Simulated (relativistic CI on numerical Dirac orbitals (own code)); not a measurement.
# Hyperfine structure of Ba XVII, mass number 135

Method of calculation: Dirac-Coulomb-Breit CI, separate exchange-only KLI orbitals for each configuration, model QED (radiative potential, 1s self-energy scaled to tabulated hydrogen-like ionisation energies), unscaled Slater integrals (own radial code, finite nucleus).

Configuration list (outside the closed core [Ar] 3d10): 4s²4p⁶4d⁴, 4s²4p⁵4d⁵, 4s²4p⁶4d³4f, 4s4p⁶4d⁵, 4s²4p⁶4d³5s, 4s²4p⁶4d³5p, 4s4p⁶4d⁴4f, 4s²4p⁶4d²4f5s, 4s²4p⁶4d³5d, 4s²4p⁶4d²5s5p, 4s²4p⁶4d³6s, 4p⁶4d⁶, 4p⁵4d⁷, 4s²4p⁶4d²5s², 4s²4p⁶4d4f5s², 4s²4p⁶4d5s²5p, 4s4p⁶4d²4f5s². Double excitations out of closed p, d and f shells are left out; levels of such configurations are missing from the list, as are those of other unlisted configurations, and high levels can miss mixing partners.

Nuclear spin I = 3/2, μ = 0.8381 μN, Q = 0.153 b (tables of Stone and Pyykkö). The electronic factors are computed for point nuclear moments, without core polarisation or the Bohr-Weisskopf and QED corrections.

```tsv
Level	E (eV)	A (MHz)	B (MHz)
4s²4p⁶4d⁴ ⁵D1	1.3385	71.43	257
4s²4p⁶4d⁴ ⁵D2	2.4937	711.8	207
4s²4p⁶4d⁴ ⁵D3	3.3975	1193	-132
4s²4p⁶4d⁴ ⁵D4	3.9999	1638	-632
4s²4p⁶4d⁴ ³H4	6.3570	2135	196
4s²4p⁶4d⁴ ³G3	7.5327	2266	119
4s²4p⁶4d⁴ ³F2	7.8635	2103	274
4s²4p⁶4d⁴ ³H5	7.9405	2043	523
```

Levels with J = 0, under 50 % of one LS term, or S terms without an open s electron are left out. Small factors come from cancelling terms and can be off by tens of per cent or more.

At this charge energies of transitions that change n are usually good to better than 1 %, and those within a shell (Δn = 0) to a few per cent. Terms inside the open d or f shell come out 10 to 20 % too wide with unscaled integrals.

(1) Give the hyperfine levels of 4s²4p⁶4d⁴ ⁵D3 relative to its centre of gravity.

Answers

(1) With K = F(F + 1) − I(I + 1) − J(J + 1), E = AK/2 + B[¾K(K + 1) − I(I + 1)J(J + 1)]/[2I(2I − 1)J(2J − 1)]: F = 3/2: -7238, F = 5/2: -4156, F = 7/2: 66.17, F = 9/2: 5336 MHz.

LS names give the leading component of a level, which can be under half, so a name can repeat, a term be missing and a line seem to break the LS rules.
